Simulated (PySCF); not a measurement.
O: excitation energy

O [He] 2s2 2p4 (3P) → O [He] 2s1 2p5 (3P), as a difference of total energies. Calculation: PySCF 2.14, in dyall-acv3z (15s9p4d2f, 76 functions); no relativity, point nucleus. Correlated levels: valence and next inner shell: nothing frozen; virtual orbitals above 40 to 60 times the deepest correlated orbital energy dropped. The calculations carry no spin-orbit coupling.

| method | excitation energy (eV) |
| --- | --- |
| UHF | 16.847 |
| MP2 (valence and next inner shell) | 15.983 |
| SCS-MP2 (valence and next inner shell) | 15.942 |
| CCSD (valence and next inner shell) | 15.605 |
| CCSD(T) (valence and next inner shell) | 15.284 |

Problem. How much does correlation contribute at CCSD(T) (valence and next inner shell)?

Solution. 15.284 − (16.847) = -1.563 eV, measured against UHF.

The upper state lies above the first ionisation limit, where it may autoionise and the basis confines it.

The coupled-cluster amplitudes are large for the upper state (T1 above 0.03 or a double amplitude above 0.15), so a single reference is strained.
